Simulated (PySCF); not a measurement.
**Continuum solvent and chemical shifts**

Cartesian coordinates in Å; atom numbers follow the order of the lines, from 1:
```xyz
12

O     0.773   -1.241    1.715
C     0.573   -0.605    0.724
C    -0.573   -0.815   -0.258
F    -1.456   -1.737    0.196
C    -1.212    0.555   -0.435
S     0.091    1.816   -0.110
C     1.371    0.608    0.257
F     2.090    0.245   -0.858
H    -0.130   -1.164   -1.208
H    -1.637    0.710   -1.435
H    -2.007    0.660    0.317
H     2.058    0.984    1.028
```

GIAO PBE0/pcSseg-1 in PySCF on one PBE0-D3(BJ)/def2-SVP conformer, non-relativistic, equivalent nuclei averaged. Solvents enter as an IEF-PCM continuum (dichloromethane with ε = 8.9, water with ε = 78.4) around the gas-phase geometry. Shifts are referred to TMS, CFCl3, CS2 computed in the same medium.

Gas phase, δ in ppm: C2 200.6, C7 94.9, C3 86.1, C5 26.8, F8 -163.2, F4 -236.6, S6 2.0, H9 5.35, H12 5.21, H10 3.06, H11 2.83. Dipole moment 2.27 D.

**Question.** How does each δ change in the continuum?

**Answer.** 
```tsv
atoms	environment	Δδ, dichloromethane	Δδ, water
C2	ketone carbonyl carbon	+5.6	+6.6
C7	sp3 CH bonded to F and S, α to a carbonyl	+1.4	+1.6
C3	sp3 CH bonded to F, α to a carbonyl	+2.7	+3.3
C5	sp3 CH2 bonded to S	+0.3	+0.4
F8	fluorine on an sp3 carbon	-2.3	-2.6
F4	fluorine on an sp3 carbon	-2.2	-2.6
S6	sulfide sulfur	-0.9	-0.9
H9	hydrogen on an sp3 CH bonded to F, α to a carbonyl	+0.32	+0.38
H12	hydrogen on an sp3 CH bonded to F and S, α to a carbonyl	+0.30	+0.35
H10	hydrogen on an sp3 CH2 bonded to S	+0.30	+0.36
H11	hydrogen on an sp3 CH2 bonded to S	+0.17	+0.20
```

Changes are relative to the gas phase. The dipole moment becomes 2.81 D in dichloromethane, 2.91 D in water.

**Question.** Which nuclei move most (in ppm), and what does the model miss?

**Answer.** C2 (ketone carbonyl carbon, +6.6 ppm) in water. A continuum only polarises the solute; specific hydrogen bonds, the anisotropy of aromatic solvents and changes of geometry or conformer are outside it.
